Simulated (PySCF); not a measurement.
Al(H)(Br)(OMe) (CH4AlBrO), SMILES C[O][AlH][Br].

Geometry: PBE0-D3(BJ)/def2-SVP. The structure was generated by enumeration; whether it is a known compound was not checked. One conformer was computed; it need not be the lowest.

Two levels are set side by side: PBE/def2-TZVP (PySCF) and CAM-B3LYP/def2-TZVP (PySCF). Same geometry, gas phase. Differences are taken from unrounded values.

| quantity | PBE |
|---|---|
| orbital gap (eV) | 5.24 |
| highest occupied level (eV) | -6.90 |
| lowest empty level (eV) | -1.66 |
| dipole moment (D) | 1.04 |
| mean polarisability (bohr³) | 63.1 |

Problem. These are the PBE values. What does CAM-B3LYP give? (The exact figures need the calculation; the answer reports its results.)

Solution. 
```json
[
 {"quantity": "orbital gap (eV)", "CAM-B3LYP": "9.82", "PBE minus CAM-B3LYP": "-4.57"},
 {"quantity": "highest occupied level (eV)", "CAM-B3LYP": "-9.79", "PBE minus CAM-B3LYP": "2.89"},
 {"quantity": "lowest empty level (eV)", "CAM-B3LYP": "0.03", "PBE minus CAM-B3LYP": "-1.68"},
 {"quantity": "dipole moment (D)", "CAM-B3LYP": "1.05", "PBE minus CAM-B3LYP": "-0.02"},
 {"quantity": "mean polarisability (bohr³)", "CAM-B3LYP": "58.9", "PBE minus CAM-B3LYP": "4.1"}
]
```

Without exact exchange PBE keeps part of each electron's self-repulsion, which lifts occupied levels and narrows the gap. PBE's more diffuse valence density responds more strongly to a field. Differences between two approximate levels are no errors against the true value.

Rough cost on one machine, each run with all the roots and properties that it gave: CAM-B3LYP against PBE within a factor of 2.
